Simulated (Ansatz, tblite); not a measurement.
Removing and adding an electron: the cluster Be₂F₃ (the lowest doublet isomer of a short search). The state is a doublet with charge 0. Geometry: r2SCAN-D4/def2-TZVP. Ansatz, gas phase; energy differences of separate SCF runs; the oxidised species is a singlet (the triplet lies 6.16 eV higher at PBE0-D4/def2-TZVP); the reduced species is a singlet (the triplet lies 0.98 eV higher at PBE0-D4/def2-TZVPD).

```tsv
atom	x (Å)	y (Å)	z (Å)
Be1	1.2868	0.4503	-0.8451
Be2	-0.4828	-0.1691	0.3166
F3	-0.1224	1.0857	-0.5425
F4	0.9127	-0.8091	0.0242
F5	-1.5943	-0.5578	1.0468
```

The xTB rows come from tblite. Correlated methods freeze 3 core orbitals. The structure comes from a short search, and lower isomers may exist.

```
               level  −HOMO (eV)  vertical IE (eV)  −LUMO (eV)  vertical EA (eV)  HOMO–LUMO gap (eV)  IE − EA (eV)                       remarks
    PBE-D4/def2-TZVP        4.89              8.45        2.68                 –                2.21             –                             –
   PBE-D4/def2-TZVPD        4.90                 –        2.69              0.81                2.21             –  HOMO above zero (-1 singlet)
 r2SCAN-D4/def2-TZVP        5.11              8.47        2.35                 –                2.77             –                             –
r2SCAN-D4/def2-TZVPD        5.11                 –        2.37              0.59                2.74             –  HOMO above zero (-1 singlet)
  PBE0-D4/def2-TZVPD        5.90                 –        1.86              0.69                4.04             –  HOMO above zero (-1 singlet)
      MP2/def2-TZVPP           –              8.28           –                 –                   –             –                             –
```

(1) Estimate the rows for GFN1-xTB, GFN2-xTB, HF/def2-TZVPP, PBE0-D4/def2-TZVP, CCSD/def2-TZVPP, CCSD(T)/def2-TZVPP.

## Answers

(1) 
| level | −HOMO (eV) | vertical IE (eV) | −LUMO (eV) | vertical EA (eV) | HOMO–LUMO gap (eV) | IE − EA (eV) |
| --- | --- | --- | --- | --- | --- | --- |
| GFN1-xTB | – | 13.26 | – | 5.25 | – | 8.01 |
| GFN2-xTB | – | 13.63 | – | 3.79 | – | 9.84 |
| HF/def2-TZVPP | – | 8.27 | – | – | – | – |
| PBE0-D4/def2-TZVP | 5.90 | 8.51 | 1.85 | – | 4.05 | – |
| CCSD/def2-TZVPP | – | 8.34 | – | – | – | – |
| CCSD(T)/def2-TZVPP | – | 8.33 | – | – | – | – |

Relaxing the oxidised species (r2SCAN-D4/def2-TZVP) changes its energy by -0.45 eV at PBE-D4/def2-TZVP, so the adiabatic ionisation energy to this nearest minimum is 8.00 eV. At PBE0-D4/def2-TZVP it is 8.03 eV.     A HOMO above zero means that the electron is unbound at that level or that self-interaction error raises the level; the energy of removing that electron tells which. HOMO and LUMO are the levels of the spin that leaves or enters (xTB has no such levels and no spin-polarisation term). Other spin states of the ions may lie lower, which would lower the ionisation energy or raise the affinity. Raw xTB energy differences between charge states are shifted by several eV; the methods need an empirical correction for them.
